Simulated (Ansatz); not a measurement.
Cost and result up the ladder for In₄Sb₄H₁₄, a cluster cut from wurtzite InSb (hydrogen-capped) (22 atoms). The state is a singlet with charge 0. Geometry: r2SCAN-D4/def2-SVP.

```xyz
22

In   -0.059    1.804    2.721
Sb    0.204   -1.142    2.550
In   -2.626    1.367   -1.380
Sb   -0.213    2.200   -0.102
Sb   -2.071   -1.531   -1.106
In    0.254   -2.633    0.120
In    2.206    1.826   -1.573
Sb    2.232   -1.122   -1.270
H    -1.605    1.987    3.464
H     1.486    2.268    3.333
H    -0.954   -1.956    3.498
H     1.550   -1.729    3.413
H    -3.987    1.572   -0.340
H    -2.539    1.592   -3.088
H    -0.377    3.898   -0.180
H    -3.354   -2.372   -0.366
H    -2.179   -2.361   -2.590
H     0.420   -4.347    0.199
H     3.581    2.296   -0.643
H     1.943    2.012   -3.267
H     3.703   -1.698   -0.631
H     2.385   -1.930   -2.761
```

Ansatz on 2 threads of AMD EPYC 7R13 on a shared host and a share (18 GiB) of an NVIDIA H100 80GB HBM3. Times are rough, and most runs start from the orbitals of an earlier one. PBE0-D4/def2-TZVP serves as the yardstick here, not as an exact answer. Differences are given only for rows in sets of like size (and for xTB, whose basis is part of the method), since another set adds its own error. Binding counts from free atoms at the same level (In doublet, Sb quartet, H doublet; other spins of the atoms weren't run), without zero-point energy or a counterpoise term.

In the def2 sets In, Sb take a core potential; there is no spin–orbit coupling. LC-ωPBE has ω = 0.4 bohr⁻¹. Correlated methods freeze 32 core orbitals; core or outer-core shells of In, Sb are correlated, in sets that lack core-valence functions. The rows differ in basis, and correlated rows in double-zeta sets carry the largest basis error. Single mean-field runs in def2-TZVP are fitted with def2-universal-jkfit.

Correlated methods converge slowly with the basis, most of all in double-zeta sets.

| level | functions | wall time |
| --- | --- | --- |
| PBE0-D4/def2-TZVP | 484 | 5.5 s |
| PBE-D4/def2-TZVP | 484 | 6 s |
| LC-ωPBE/def2-TZVP | 484 | 6 s |
| PBE0-D4/def2-SVP | 278 | 7.5 s |
| revPBE-D4/def2-TZVP | 484 | 8 s |
| PBE-D4/def2-SVP | 278 | 9 s |
| r2SCAN-D4/def2-TZVP (with forces) | 484 | 11 s |
| MP2/def2-TZVP | 484 | 12 s |
| B97M-V/def2-TZVP (with forces) | 484 | 12 s |
| CCSD(T)/def2-SVP | 278 | 27 s |

Question: Estimate what each level gives for the binding energy per atom (eV).

Answer: 
```
                            level  binding energy per atom (eV)  difference from PBE0-D4/def2-TZVP (eV)
                PBE0-D4/def2-TZVP                          2.13                                    0.00
                 PBE-D4/def2-TZVP                          2.13                                    0.01
                LC-ωPBE/def2-TZVP                          2.10                                   -0.03
                 PBE0-D4/def2-SVP                          2.10                                       –
              revPBE-D4/def2-TZVP                          2.07                                   -0.06
                  PBE-D4/def2-SVP                          2.11                                       –
r2SCAN-D4/def2-TZVP (with forces)                          2.14                                    0.01
                    MP2/def2-TZVP                          1.97                                   -0.16
   B97M-V/def2-TZVP (with forces)                          2.20                                    0.07
                 CCSD(T)/def2-SVP                          1.95                                       –
```
